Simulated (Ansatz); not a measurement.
A nudged elastic band was laid between two geometries of C4H11AlSi (17 atoms, charge 0, multiplicity 1).

Method: Ansatz, RKS B3LYP/6-31G.

```json
{
 "movable images": "5",
 "climbing image": "yes",
 "spring": "5.0 eV/Å²",
 "optimiser": "quadratic models (default)",
 "start path": "IDPP",
 "force threshold": "0.05 eV/Å",
 "iteration limit": "36",
 "end points": "relaxed"
}
```

Image 0:

```xyz
17
Properties=species:S:1:pos:R:3
C -2.174 -0.984 -0.135
C -0.821 -0.996 -0.210
Al -0.037 -1.268 -2.000
C 0.031 -0.851 1.035
Si 0.564 0.985 1.363
C 1.404 1.800 -0.158
H -2.706 -0.898 0.816
H -2.808 -1.061 -1.016
H -1.032 -1.272 -3.261
H 1.538 -1.525 -2.184
H -0.510 -1.189 1.931
H 0.948 -1.451 0.970
H -0.657 1.780 1.746
H 1.518 1.012 2.531
H 0.699 1.903 -0.990
H 1.761 2.803 0.100
H 2.264 1.212 -0.498
```

Image 6:

```xyz
17
Properties=species:S:1:pos:R:3
C -1.502 -1.025 -1.045
C -0.268 -1.149 -0.500
Al 1.165 -1.832 -1.679
C -0.011 -0.801 0.952
Si 0.788 0.957 1.124
C -0.448 2.345 0.661
H -2.369 -0.710 -0.460
H -1.701 -1.237 -2.094
H 0.825 -2.000 -3.239
H 2.593 -2.264 -1.086
H -0.942 -0.808 1.538
H 0.674 -1.517 1.425
H 1.285 1.154 2.534
H 1.985 1.016 0.204
H -1.275 2.382 1.378
H 0.049 3.321 0.660
H -0.864 2.168 -0.336
```

Q: Which bonds break or form, and what moves?

A: No bond is made or broken. The dihedral C2–C4–Si5–H13 goes from 69 to -169°.

Q: Give the energies along the band, and the barrier.

A: The forces met the threshold. The highest image is number 3 of 0 to 6, 0.075 eV above the first end and 0.103 eV above the last; the last end lies 0.028 eV below the first. A vibrational analysis at the climbing image gives one clearly imaginary mode, 66i cm⁻¹: a first-order saddle point. Limits of this set-up: no polarisation functions.

```csv
image,path coordinate (Å),energy (eV),dihedral C2–C4–Si5–H13 (°)
0,0.00,0.000,69
1,1.16,0.019,86
2,2.33,0.061,107
3,3.49,0.075,129
4,4.79,0.043,153
5,6.08,-0.005,174
6,7.37,-0.028,-169
```

Q: What is the geometry of the highest image?

A: 
```xyz
17
Properties=species:S:1:pos:R:3:forces:R:3
C -1.841 -0.951 -0.674 0.01 -0.01 0.01
C -0.547 -1.078 -0.291 -0.01 0.00 -0.01
Al 0.717 -1.690 -1.678 0.00 0.00 0.00
C -0.131 -0.800 1.140 0.00 0.04 0.00
Si 0.642 0.975 1.418 -0.01 -0.01 -0.01
C 0.495 2.115 -0.119 0.00 -0.01 0.02
H -2.630 -0.665 0.026 -0.01 0.00 0.00
H -2.168 -1.129 -1.696 0.00 0.00 0.00
H 0.139 -1.923 -3.157 0.00 0.00 0.00
H 2.262 -1.967 -1.335 0.00 0.00 0.00
H -0.994 -0.876 1.816 -0.01 -0.01 0.00
H 0.614 -1.525 1.487 0.00 -0.01 0.01
H -0.070 1.624 2.578 0.01 0.00 0.01
H 2.093 0.847 1.803 0.01 0.00 -0.01
H -0.547 2.192 -0.445 0.00 0.00 -0.01
H 0.861 3.119 0.122 0.00 0.00 0.00
H 1.087 1.731 -0.957 0.01 0.01 -0.01
```

Q: What are the harmonic wavenumbers there?

A: 66i, 44, 107, 144, 152, 183, 246, 345, 387, 457, 507, 543, 602, 622, 639, 684, 729, 746, 801, 886, 924, 932, 940, 982, 990, 1142, 1236, 1267, 1357, 1474, 1507, 1510, 1516, 1639, 1864, 1882, 2135, 2144, 3036, 3055, 3094, 3106, 3138, 3151, 3202 cm⁻¹.

Run time: 3.7 min on 1 CPU thread of a shared host.
